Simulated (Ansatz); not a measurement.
PbCl2, SMILES [Cl][Pb][Cl] (connectivity only; charge and spin as stated), neutral, multiplicity 1.

Geometry optimised at B3LYP-D3(BJ)/def2-TZVP. The isomer is the one that the SMILES or the coordinates give; other isomers of the formula were not compared. The def2 effective core potentials stand for the cores of Pb; spin–orbit coupling is left out.

Two levels are set side by side: PBE/def2-TZVPD (Ansatz, a first-principles code) and PBE0/def2-TZVPD (Ansatz). Energy differences of separate SCF runs at the same geometry; the states with an electron removed or added have multiplicity 2 and 2. Differences are taken from unrounded values.

```json
[
 {"quantity": "vertical ionisation energy (eV)", "PBE": "10.01"},
 {"quantity": "vertical electron affinity (eV)", "PBE": "1.37"},
 {"quantity": "vertical singlet–triplet gap (eV)", "PBE": "3.31"}
]
```

### Question
These are the PBE values. What does PBE0 give? (The exact figures need the calculation; the answer reports its results.)

### Answer

```
quantity                            PBE0  PBE minus PBE0
---------------------------------  -----  --------------
vertical ionisation energy (eV)    10.27           -0.25
vertical electron affinity (eV)     1.51           -0.13
vertical singlet–triplet gap (eV)   3.36           -0.05
```
